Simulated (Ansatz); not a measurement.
`[CH3][Al-]([Cl])([Cl])[SeH2+]`, charge 0, multiplicity 1.

Q: Give a relaxed structure at PBE0-D4/def2-TZVP (Ansatz). (An estimate is asked.)

A: Computed: 
Z-matrix (Å, degrees):
```
C
Al 1 1.940
H 1 1.093 2 111.9
H 1 1.094 2 110.0 3 119.0
H 1 1.093 2 111.9 3 -121.9
Cl 2 2.123 1 118.8 3 166.1
Cl 2 2.123 1 118.8 3 -44.3
Se 2 2.650 1 105.5 3 60.9
H 8 1.470 2 97.2 1 46.4
H 8 1.470 2 97.2 1 -46.2
```
Point group Cs.
This is one stationary point; other conformers may exist.
